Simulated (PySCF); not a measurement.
V⁺: excitation energy

V⁺ [Ar] 3d4 (5D) → V⁺ [Ar] 3d3 4p1 (high-spin determinant), as a difference of total energies. All numbers are calculated (PySCF 2.14, the spin-free X2C one-electron Hamiltonian (Gaussian nucleus), in x2c-QZVPPall). Correlated levels: valence: [Ar] frozen; valence and next inner shell: [Ne] frozen. The calculations carry no spin-orbit coupling.

```tsv
method	excitation energy (eV)
UHF	3.453
LDA	4.881
PBE	4.562
PBE0	4.437
TPSS	4.376
wB97X-V	4.520
HSE06	4.408
MP2 (valence)	4.040
SCS-MP2 (valence)	3.649
MP2 (valence and next inner shell)	4.621
SCS-MP2 (valence and next inner shell)	4.184
```

How much does correlation contribute at MP2 (valence and next inner shell)?

4.621 − (3.453) = 1.168 eV, measured against UHF.

A first-order spin-orbit estimate (lowest level to lowest level, LS coupling) adds -0.029 eV.

The basis was made for the ground configuration and has no added diffuse functions, so the excitation energy can come out too high.

The determinant of the upper state mixes LS terms, which raises its energy above the lowest term, most at the Hartree-Fock and MP2 levels.
